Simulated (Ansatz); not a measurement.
Start from `[SH][GeH3]` and change one atom or group to get `[GeH3][S][GeH3]`.

Ansatz, PBE0-D4/def2-TZVP geometries, multiplicity 1. 

Scalar relativity is left out up to krypton.

```csv
property,`[SH][GeH3]`
LUMO energy (PBE/def2-TZVPP) / eV,-0.91
LUMO energy (B3LYP/def2-TZVPP) / eV,-0.27
"ideal-gas entropy at 298 K and 1 bar (rigid rotor, harmonic PBE0-D4/def2-TZVP) / J/(mol·K)",287
HOMO energy (PBE/def2-TZVPP) / eV,-6.08
zero-point energy (PBE0-D4/def2-TZVP) / kJ/mol,85.1
size of the dipole moment (ωB97M-V/def2-TZVPP) / D,1.27
```

**Question.** What does the change do to each property? (Best estimate.)

**Answer.** The calculation gave: 
```csv
property,`[GeH3][S][GeH3]`,shift
LUMO energy (PBE/def2-TZVPP) / eV,-1.04,-0.13
LUMO energy (B3LYP/def2-TZVPP) / eV,-0.41,-0.14
"ideal-gas entropy at 298 K and 1 bar (rigid rotor, harmonic PBE0-D4/def2-TZVP) / J/(mol·K)",358,71
HOMO energy (PBE/def2-TZVPP) / eV,-6.02,0.06
zero-point energy (PBE0-D4/def2-TZVP) / kJ/mol,128.1,43.0
size of the dipole moment (ωB97M-V/def2-TZVPP) / D,1.23,-0.04
```

With PBE0 the HOMO rises by 0.10 eV and the LUMO falls by 0.18 eV, so the gap narrows by about 0.28 eV. PBE moves the HOMO by 0.06 eV and ωB97M-V by 0.14 eV. The zero-point energy changes by 43.0 kJ/mol with +9 modes. Dipoles are sizes alone; their direction can turn. Modes under 60 cm⁻¹, often nearly free rotors, make the harmonic entropy too high.

B3LYP here is the variant with VWN-RPA as its local correlation; programs differ in this.
